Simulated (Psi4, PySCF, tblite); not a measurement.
Two rigid molecules brought together: F4Si ··· Cl2 (SMILES F[Si](F)(F)F and ClCl). Monomers: optimised at B3LYP-D3(BJ) (def2-TZVP), held rigid. Orientation: lowest of the rigid-body minima from ten starts at GFN2-xTB. Only R, the distance of the centres of mass, is varied, so the lowest point isn't the relaxed dimer.

Levels of theory: RKS-B3LYP/6-311+G** = restricted B3LYP/6-311+G**, spherical d, no counterpoise correction run with PySCF; RKS-B3LYP/6-31G* = PySCF with restricted B3LYP/6-31G*, spherical d, no counterpoise correction; GFN2-xTB (tblite); SAPT0/jun-cc-pVDZ, frozen core (Psi4).

Interaction energies in kcal/mol; the last columns give the difference from SAPT0:

| R / Å | RKS-B3LYP/6-311+G** | RKS-B3LYP/6-31G* | GFN2-xTB | SAPT0/jun-cc-pVDZ | RKS-B3LYP/6-311+G** − SAPT0/jun-cc-pVDZ | RKS-B3LYP/6-31G* − SAPT0/jun-cc-pVDZ | GFN2-xTB − SAPT0/jun-cc-pVDZ |
|---|---|---|---|---|---|---|---|
| 3.25 | 4.18 | 2.81 | 0.35 | 3.69 | 0.49 | -0.88 | -3.34 |
| 3.38 | 2.25 | 1.07 | -0.68 | 1.91 | 0.34 | -0.83 | -2.59 |
| 3.61 | 0.43 | -0.33 | -1.50 | 0.28 | 0.15 | -0.61 | -1.78 |
| 3.81 | -0.23 | -0.64 | -1.64 | -0.29 | 0.06 | -0.35 | -1.35 |
| 3.99 | -0.46 | -0.61 | -1.57 | -0.48 | 0.02 | -0.14 | -1.09 |
| 4.23 | -0.52 | -0.45 | -1.37 | -0.51 | 0.00 | 0.07 | -0.85 |
| 4.55 | -0.46 | -0.25 | -1.06 | -0.42 | -0.03 | 0.18 | -0.64 |
| 4.84 | -0.39 | -0.14 | -0.82 | -0.32 | -0.07 | 0.18 | -0.50 |
| 5.34 | -0.30 | -0.06 | -0.51 | -0.18 | -0.11 | 0.13 | -0.32 |
| 6.00 | -0.20 | -0.02 | -0.26 | -0.09 | -0.11 | 0.07 | -0.17 |
| 6.98 | -0.10 | 0.00 | -0.10 | -0.04 | -0.06 | 0.03 | -0.07 |
| 8.28 | -0.02 | 0.00 | -0.03 | -0.01 | -0.01 | 0.01 | -0.02 |

RKS-B3LYP/6-311+G** is furthest from SAPT0/jun-cc-pVDZ at 3.25 (0.49 kcal/mol, above); its mean absolute difference over the points is 0.12 kcal/mol.

RKS-B3LYP/6-31G* is furthest from SAPT0/jun-cc-pVDZ at 3.25 (-0.88 kcal/mol, below); its mean absolute difference over the points is 0.29 kcal/mol.

GFN2-xTB is furthest from SAPT0/jun-cc-pVDZ at 3.25 (-3.34 kcal/mol, below); its mean absolute difference over the points is 1.06 kcal/mol.
